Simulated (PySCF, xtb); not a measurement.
N,N-dimethyl-1-methylsilylmethanamine (C4H13NSi), SMILES C[SiH2]CN(C)C. Other conformers were not sampled.

Harmonic wavenumbers (cm⁻¹) from GFN2-xTB (xtb) at its own minimum, in rising order: 55, 78, 121, 136, 208, 232, 241, 361, 371, 440, 459, 579, 682, 734, 758, 775, 805, 833, 844, 896, 1038, 1063, 1078, 1126, 1171, 1255, 1266, 1322, 1373, 1413, 1425, 1475, 1488, 1488, 1490, 1494, 1496, 1502, 2179, 2241, 2772, 2826, 2837, 2950, 3003, 3010, 3011, 3024, 3035, 3038, 3052.

Task: What does PBE0-D3(BJ)/def2-SVP in PySCF 2.14.0 give at its own minimum? (The exact figures need the calculation; the answer reports its results.)

Result: 37, 92, 128, 165, 232, 260, 263, 329, 367, 444, 474, 584, 650, 716, 774, 865, 877, 891, 902, 951, 1075, 1094, 1114, 1158, 1199, 1263, 1270, 1327, 1342, 1425, 1430, 1433, 1436, 1450, 1454, 1470, 1478, 1488, 2209, 2222, 2891, 2927, 2938, 3058, 3068, 3087, 3091, 3143, 3146, 3162, 3167. Paired by order, the mean absolute difference is 44 cm⁻¹ and the zero-point energies are 100.9 and 103.0 kcal/mol.
